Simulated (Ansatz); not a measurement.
# Low-lying states of CaH

Computed with Ansatz's Gaussian-basis code (development build). State-averaged CASSCF with equal weights; occupations are averaged over the states; levels count from the state that is lowest in CASSCF. Small basis; these aren't basis-limit values. No symmetry is imposed, so a solution can break that of the shape. Lower solutions, or ones in other orbitals, may exist. The average may hold one member of a degenerate pair alone.

Geometry: bond length 2.0030 Å.

Basis def2-SVP, nonrelativistic, 9 orbitals frozen in the corrections; active space CAS(3,5). Averaged: 2 doublets.

Task: Give the levels in order.

Result: 

```json
{"state": "doublet", "CASSCF (eV)": "0.000", "SC-NEVPT2 (eV)": "0.000"}
{"state": "doublet", "CASSCF (eV)": "2.183", "SC-NEVPT2 (eV)": "2.189"}
```

Occupations: 1.96, 0.51, 0.50, 0.02, 0.00.

Geometry: bond length 3.0045 Å. A bond is stretched, to 1.45 times the sum of the covalent radii.

Basis def2-SVP, nonrelativistic, 5 orbitals frozen in the corrections; active space CAS(3,5). Averaged: 2 doublets.

Task: Give the levels in order.

Result: 

```csv
state,CASSCF (eV),SC-NEVPT2 (eV)
doublet,0.000,0.000
doublet,1.388,1.394
```

Occupations: 1.50, 1.29, 0.14, 0.05, 0.02.
